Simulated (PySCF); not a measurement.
Species: (GeH3)2PPF2, F2Ge2H6P2.
Structure used (PBE0-D3(BJ)/def2-SVP), in Å, numbered top down from 1:
```
atom  x, y, z in Å
F1     2.7246   -1.3787    1.2494
P2     1.1104   -1.3695    1.2579
F3     0.8596   -2.8742    0.7151
P4     0.7971   -0.3462   -0.7000
Ge5   -1.4962   -0.7851   -0.6477
Ge6    0.6817    1.7910    0.2321
H7    -2.2219    0.4201   -1.2673
H8    -1.9760   -0.9941    0.8036
H9    -1.7560   -2.0553   -1.4680
H10    0.0814    1.7574    1.6519
H11   -0.2024    2.6435   -0.6916
H12    2.1049    2.3671    0.2859
```

Linear response at CAM-B3LYP/def2-SVPD (PySCF, frozen core in the response, non-relativistic). Relativistic effects, spin–orbit coupling among them, are left out although an element past zinc is present.

Static isotropic polarisability: 119.01 au (17.64 Å³), principal values 99.1, 127.9, 130.0 au.

Q: What is the polarisability at 1064 nm and at the sodium D line?

A: 120.60 au at 1064 nm (+1.3 %), 124.46 au at 589.3 nm (+4.6 %). The rise at 589.3 nm is 3.42 times that at 1064 nm; a pure ω² law gives 3.26. The lowest singlet lies at 251 nm, shorter than both wavelengths.

Q: What is the isotropic C6 coefficient between two such molecules, C6 = (3/π)∫α(iω)² dω?

A: 4540 au (Eh·bohr⁶) by a ten-point quadrature over imaginary frequencies, which is 2710 eV·Å⁶ or 262 J·nm⁶/mol.

Q: Which effective excitation energy ω̄ makes London's formula C6 = (3/4)α²ω̄ exact here?

A: ω̄ = 4·C6/(3α²) = 0.427 Eh = 11.6 eV. A one-pole form α(ω) = α/(1 − ω²/ω̄²) fitted to the 1064 nm value gives 10.1 eV.

Q: What molar refraction at the D line follows from R = (4π/3)·N_A·α′, with α′ the polarisability volume?

A: α′ = 18.44 Å³ gives R = 46.52 cm³/mol, for isolated, non-vibrating species.

Q: The lowest 6 singlets have (eV, f): 4.94, 0.010; 5.49, 0.140; 6.04, 0.012; 6.15, 0.021; 6.22, 0.013; 6.27, 0.105. What share of the static polarisability do they carry in the sum over states α = Σ f/ω²?

A: 6.62 au, 5.6 % of α; the largest term, 3.44 au, is that of the state at 5.49 eV. Their oscillator strengths add up to 0.30. Higher states carry the rest.

Q: How many electrons N does the Slater–Kirkwood formula C6 = (3/4)·√N·α^(3/2) need to give this C6?

A: N = (4·C6/3)²/α³ = 21.7; the species has 118 electrons in all.

Q: What n − 1 at the D line would an ideal gas of it have at 273.15 K and 1 atm (2.6868 × 10¹⁹ cm⁻³), by n − 1 = 2π·N·α′?

A: 31.13 × 10⁻⁴, a formal value whether or not that pressure can be reached.

Q: What three-body coefficient follows from the one-pole estimate C9 = (3/4)·α·C6?

A: 405000 au. This is an estimate from the two numbers above, not a computed integral.

The run took 70 s of wall time (grids of density and orbitals included) on Arm Neoverse V1, one thread, no GPU, on a shared host, and the process peaked at 1.1 GiB of memory. This is the whole response run at CAM-B3LYP/def2-SVPD, SCF included.

One conformer stands for the species.
